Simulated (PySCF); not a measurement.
# Reading the logs of faulty runs: CH5Si2 cation

These are calculations, not measurements. The program is PySCF 2.14.0, an open-source quantum chemistry code, run on an isolated molecule that a program drew, which may never have been made. The molecule is CH5Si2 cation (charge +1, singlet), drawn as the SMILES string `C=[SiH][SiH2+]`.

Each row is a Hartree-Fock (HF) and frozen-core CCSD(T) single point in the cc-pV(D+d)Z basis, meant for a local HF minimum. Run 1 is clean. Each other run has one planted mistake out of seven kinds, and not every kind appears here: one electron removed, one electron added, multiplicity raised by two, geometry at a saddle point, minimal basis STO-3G, one bond length entered in bohr, all coordinates scaled. The reference is restricted for singlets and unrestricted otherwise, and also for a bond in bohr. Adding or removing an electron swaps singlet and doublet. Electrons count all cores. HOMO and LUMO are orbital energies over both spins, the gradient is its largest component, and the lowest frequency (negative if imaginary) is given only where the gradient is small. Bond lengths are over the 7 bonds as drawn. T1 is the CCSD diagnostic: over 0.02 (restricted) or 0.045 (unrestricted) a single reference is doubtful.

Geometry of the clean run:
```xyz
8
CH5Si2 cation, angstrom
C    -1.0412    0.4936    3.7842
Si    0.4212    0.2340    2.9043
Si   -0.0143    0.8098    0.7663
H    -1.9363    0.8672    3.2978
H    -1.1532    0.3049    4.8480
H     1.7092   -0.2574    3.3827
H    -1.3632    1.2870    0.4482
H     0.9213    0.7577   -0.3606
```

```
run,electrons,basis functions,<S^2>,HOMO (eV),LUMO (eV),gradient (hartree/bohr),lowest frequency (cm^-1),mean bond (Å),longest bond (Å),T1,HF (hartree),CCSD(T) (hartree),mistake
1,38,85,0.000,-13.77,-5.90,1.0e-05,127,1.5064,2.257,0.0195,-618.30068,-618.67926,no fault
2,37,85,0.755,-22.03,-12.44,5.6e-02,-,1.5064,2.257,0.0141,-617.83399,-618.15238,one electron removed
3,39,85,1.075,-7.68,1.57,3.1e-02,-,1.5064,2.257,0.0412,-618.55659,-618.93424,one electron added
4,38,85,2.018,-13.25,-6.13,4.9e-02,-,1.5064,2.257,0.0136,-618.29557,-618.62998,multiplicity raised by two
5,38,85,1.672,-13.91,-5.78,1.5e-02,-,1.7258,3.262,0.0382,-618.16881,-618.49039,?
6,38,85,0.000,-13.12,-5.83,4.5e-02,-,1.6118,2.415,0.0227,-618.26860,-618.65962,?
```

**Which mistake was planted in run 5, and what did it cost?**

The mean bond changes by a factor of 1.146 and the longest by 1.445, so the molecule wasn't scaled as a whole. A length L in bohr read as angstrom grows by (1/0.5292 - 1) L = 0.890 L. The 7 bonds together grew by 7 x 0.2194 = 1.536 Å, which gives L = 1.726 Å. That is bond C1-Si2, 1.726 Å in the clean geometry. So the mistake is: one bond length entered in bohr. Subtracting run 1 and multiplying by 627.51 kcal/mol a hartree, the energy moved by 82.7 kcal/mol in HF and 118.5 kcal/mol in CCSD(T).

**Which mistake was planted in run 6, and what did it cost?**

The mean and the longest bond both change by the same factor, 1.070, and the gradient is no longer small. So the mistake is: all coordinates scaled. Subtracting run 1 and multiplying by 627.51 kcal/mol a hartree, the energy moved by 20.1 kcal/mol in HF and 12.3 kcal/mol in CCSD(T).

Cautions from the logs. Run 6: T1 is over the limit, so its CCSD(T) energy is less reliable.
